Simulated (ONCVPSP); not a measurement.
**Configuration tests for La (Z = 57) (ONCV)**

* Element: lanthanum
* Generator: ONCVPSP 4.0.1
* Type: optimised norm-conserving Vanderbilt (ONCV)
* Functional: PBE
* Relativity: scalar-relativistic
* Frozen core: [Kr] 4d10
* Valence charge: 11
* Reference configuration: 5s2 5p6 5d1.5 6s1.5
* Partial waves: 5s+6s: rc 2.60 bohr, ncon 4, nbas 8, qcut 4.2 1/bohr, 2 projectors; 5p: rc 2.10 bohr, ncon 5, nbas 8, qcut 3.4 1/bohr, 1 projector; 5d: rc 2.50 bohr, ncon 3, nbas 7, qcut 3.5 1/bohr, 1 projector; f scattering state at 0.19 Ha: rc 2.10 bohr, ncon 3, nbas 7, qcut 6.1 1/bohr, 2 projectors, debl 1.7 Ha
* Local potential: polynomial inside 1.75 bohr (lpopt 4, dvloc0 6 Ha)
* Core correction: none

In the f channel the program set the typed energies aside and used -0.129, 1.571 Ha.

Energies are relative to the spin-unpolarised reference configuration 5s2 5p6 5d1.5 6s1.5; without spin polarisation the order of configurations can differ from experiment.

```tsv
valence configuration	charge	ΔE all-electron (eV)	error AE − PS (meV)
5s2 5p6 5d1 6s2	0	-0.348	-0.4
5s2 5p6 5d1 6s1	+1	5.619	+0.4
5s2 5p6 5d1 6s0	+2	16.507	-0.3
```

(1) What are ΔE and the potential's error for 5s2 5p6 5d2 6s0?

Levels in the configuration 5s2 5p6 5d1 6s2:

```tsv
level	all-electron (eV)	pseudo (eV)
5s	-38.924	-38.899
5p	-22.400	-22.396
5d	-3.090	-3.095
6s	-3.680	-3.678
```

Results:

(1) ΔE = 5.687 eV all-electron; the error (AE − PS) is -7.4 meV.
